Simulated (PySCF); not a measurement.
Cl₄Se, SMILES Cl[Se](Cl)(Cl)Cl, PBE0/def2-SVP optimised geometry.

```
5

Se    -1.06     0.00     0.00
Cl     1.11     0.00     0.00
Cl    -1.11     2.33     0.00
Cl    -1.53    -0.05    -2.12
Cl    -1.11    -2.33     0.11
```

Density from PBE0/def2-TZVP (PySCF) at that geometry.

Minimum of the electron density along straight lines between bonded atoms, close to the bond critical point (lines longer than 1.1 times the sum of covalent radii, or with two minima, are not listed):

| bond | length / Å | ρ at the minimum / e bohr⁻³ | ∇²ρ there / e bohr⁻⁵ | position (fraction from the first atom) |
|---|---|---|---|---|
| Se1–Cl2 | 2.167 | 0.129 | -0.05 | 0.47 |
| Se1–Cl3 | 2.329 | 0.094 | 0.04 | 0.48 |
| Se1–Cl4 | 2.167 | 0.129 | -0.05 | 0.47 |
| Se1–Cl5 | 2.329 | 0.094 | 0.04 | 0.48 |
